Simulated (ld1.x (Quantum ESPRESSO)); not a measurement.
What the settings do to the TM potential of chromium

Base potential:

Cr (Z = 24), norm-conserving Troullier–Martins (Kleinman–Bylander form), made with ld1.x (Quantum ESPRESSO) 7.5 (PW91, scalar-relativistic). Core [Ne], reference 3s2 3p6 3d5 4s1 4p0. Waves: 3s (bound): rc 1.00 bohr; 3d (bound): rc 1.30 bohr; 3p (bound): rc 1.20 bohr. Local part: the p channel. Core correction: a·sin(br)/r model core, default radius (core density twice the valence density).

Occupied shells without a wave of their own: 4s. They enter only through the test configuration that unscreens the potential, and ld1.x also counts them in the model core charge.

All-electron outer shells of the reference configuration (PW91, scalar-relativistic, ld1.x):

| shell | level (eV) | outermost node (bohr) | outermost maximum (bohr) |
| --- | --- | --- | --- |
| 2s | -667.29 | 0.09 | 0.24 |
| 2p | -561.01 | – | 0.20 |
| 3s | -73.98 | 0.36 | 0.78 |
| 3p | -45.47 | 0.33 | 0.80 |
| 4s | -4.05 | 1.12 | 2.74 |
| 3d | -2.97 | – | 0.84 |
| 4p | -1.03 | 1.25 | 3.89 |

Cutoffs, loose and tight: the cutoffs (Ry, on a coarse ladder) from which the occupation-weighted sum of valence levels, in a spherical-Bessel basis at the reference potential, stays within 10 and 1 mRy of its value at 400 Ry. They do not see the model core or the augmentation charge, which bear on the density cutoff. Test errors are all-electron minus pseudo excitation energies from the reference, over the configurations 3s2 3p6 3d5 4s0 4p0; 3s2 3p6 3d4 4s0 4p0; 3s2 3p6 3d3 4s0 4p0; 3s2 3p6 3d4 4s1 4p0; 3s1 3p6 3d5 4s1 4p0; 3s2 3p6 3d5 4s0.5 4p0; 3s2 3p6 3d4 4s1 4p1. A dash means not determined; rows that change the core or the reference have their own tests.

With those shells counted twice in exchange and correlation these files are broken, and their errors move erratically; no question is asked of them.

```csv
change,outcome,"cutoff, loose","cutoff, tight",bound ghosts,largest test error (meV)
base,generated,140 Ry,230 Ry,none,-659
wave 3d (bound): rc 1.30 bohr becomes 3d (bound): rc 0.88 bohr,generated,200 Ry,260 Ry,none,-662
wave 3d (bound): rc 1.30 bohr becomes 3d (bound): rc 0.94 bohr,generated,180 Ry,260 Ry,none,-663
wave 3d (bound): rc 1.30 bohr becomes 3d (bound): rc 1.10 bohr,generated,160 Ry,260 Ry,none,-664
wave 3d (bound): rc 1.30 bohr becomes 3d (bound): rc 1.20 bohr,generated,140 Ry,260 Ry,none,-663
wave 3d (bound): rc 1.30 bohr becomes 3d (bound): rc 1.32 bohr,generated,140 Ry,230 Ry,none,-659
wave 3d (bound): rc 1.30 bohr becomes 3d (bound): rc 1.46 bohr,generated,140 Ry,230 Ry,none,-652
wave 3d (bound): rc 1.30 bohr becomes 3d (bound): rc 1.56 bohr,generated,140 Ry,230 Ry,none,-642
wave 3d (bound): rc 1.30 bohr becomes 3d (bound): rc 1.72 bohr,generated,140 Ry,230 Ry,none,-618
wave 3d (bound): rc 1.30 bohr becomes 3d (bound): rc 1.84 bohr,generated,140 Ry,230 Ry,none,-587
wave 3d (bound): rc 1.30 bohr becomes 3d (bound): rc 1.96 bohr,generated,140 Ry,230 Ry,none,-558
```

Reading the sweep of the d radius (base included, trends over the rows without a ghost): The loose cutoff falls from 200 Ry at 0.88 to 140 Ry at 1.96 bohr. A larger radius leaves more room for a smooth pseudo-wave, so fewer plane waves are needed; a smaller one forces it to follow the all-electron wave where it bends sharply. The median size of the test errors (rows with all tests solved) is not monotonic: lowest 70.0 meV at 1.3 bohr, highest 222.1 meV at 1.84 bohr.
